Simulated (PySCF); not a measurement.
C2H5S, SMILES C[CH]S, multiplicity 2. Geometry: B3LYP-D3(BJ)/def2-TZVP. The isomer is the one that the SMILES or the coordinates give; other isomers of the formula were not compared. Other conformers were not sampled.

Computed equilibrium geometry at B3LYP-D3(BJ)/def2-TZVP (PySCF confirms it by a frequency run) as Cartesian coordinates in Å (one conformer of several):
```xyz
8

C     -1.6836     0.1555     0.0752
C     -0.3914    -0.5228     0.3573
S      1.1331     0.0858    -0.1834
H     -1.9681     0.0899    -0.9845
H     -2.4891    -0.2928     0.6591
H     -1.6415     1.2204     0.3253
H     -0.3606    -1.5641     0.6461
H      0.7795     1.3782    -0.3071
```
Charge 0, spin multiplicity 2.
